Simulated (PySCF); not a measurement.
Computed shifts of a molecule C6H10, PySCF with PBE/pcSseg-1, GIAO, gas phase, equivalent atoms averaged, in ppm (number of nuclei): ¹³C: 154.3 (1), 145.7 (1), 122.9 (1), 118.1 (1), 53.6 (1), 26.3 (1). ¹H: 6.57 (1), 5.57 (1), 5.48 (1), 5.29 (1), 5.21 (1), 3.23 (1), 2.96 (1), 2.13 (3). References: ¹³C against TMS (σ = 182.0 ppm); ¹H against TMS (σ = 31.49 ppm), references at their B3LYP-D3(BJ)/def2-TZVP geometries, non-relativistic. Geometry: PBE0-D3(BJ)/def2-SVP. Other conformers were not sampled.

Task: Which structure fits?
A) C=CCC(=C)C
B) C=C1CC[C@@H]1C
C) CC[C@@H]1C=CC1
D) CC1CC=CC1

Result: A, C=CCC(=C)C
